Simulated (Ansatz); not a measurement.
Abridged output of a molecular run in Ansatz:

```
Functional definition: HF
1787 factors; integrals over basis functions are off by at most 1.2e-3 eV
mean field evaluation 1: about -33645.8797 eV, gradient 7.1e1 eV
mean field evaluation 2: about -33646.0485 eV, gradient 7.1e1 eV
mean field evaluation 4: about -33655.7583 eV, gradient 4.5e0 eV
mean field evaluation 8: about -33655.8689 eV, gradient 7.1e-1 eV
mean field -33655.87050064 eV, -1236.8304281301 hartree, gradient 2.8e-6 eV, S^2 0.000000; 0 other end points of the search recorded, 0 dependent functions left out
13 core orbitals not correlated: weight in the atoms' cores, before any rotation towards them, 1.000 or more for the frozen orbitals, at most 0.000 for the correlated occupied ones
reference -33655.87050064 eV, -1236.8304281301 hartree; 19, 19 occupied and 265, 265 virtual orbitals, 1787 factors
second order -29.90304161 eV of doubles, -0.00000000 eV of singles
cycle   1  -30.21853121 eV  change   -3.2e-1 eV  update   1.4e-1
cycle   2  -30.90834837 eV  change   -6.9e-1 eV  update   4.8e-2
cycle   3  -31.13624431 eV  change   -2.3e-1 eV  update   2.7e-2
cycle   4  -31.12800024 eV  change    8.2e-3 eV  update   7.5e-3
cycle   5  -31.12059555 eV  change    7.4e-3 eV  update   3.8e-3
cycle   6  -31.12253266 eV  change   -1.9e-3 eV  update   1.3e-3
cycle   7  -31.12212301 eV  change    4.1e-4 eV  update   4.7e-4
cycle   8  -31.12201370 eV  change    1.1e-4 eV  update   1.6e-4
cycle   9  -31.12210428 eV  change   -9.1e-5 eV  update   6.0e-5
cycle  10  -31.12211688 eV  change   -1.3e-5 eV  update   2.4e-5
perturbative correction -1.18271110 eV, -0.0434638312 hartree
Total energy: -33688.17532862 eV, -1238.0176086614 hartree
```

Its atoms:

Cartesian coordinates in Å:
```
N -0.2668 0.7741 -2.4073
Sc -0.5854 -0.0440 -0.6261
N -2.2971 -0.9989 -0.3095
O 0.7261 0.0780 0.7516
Si 1.8299 0.1613 1.9388
H -0.9037 0.7552 -3.1946
H 0.5554 1.2850 -2.7033
H -3.0487 -1.1179 -0.9779
H -2.5848 -1.4588 0.5451
H 2.1596 1.5794 2.2584
H 1.3257 -0.4849 3.1840
H 3.0898 -0.5285 1.5408
```

(1) Which basis set was used?
A. def2-QZVPP
B. def2-TZVPP
C. cc-pV(Q+d)Z
D. def2-SVPD

(2) Write the keys of the input that set method, charge and spin (a neutral closed shell needs none for the last two).

## Answers

(1) B. It gives 297 functions.

(2) 
```yaml
correlation: {method: ccsd_t}
```
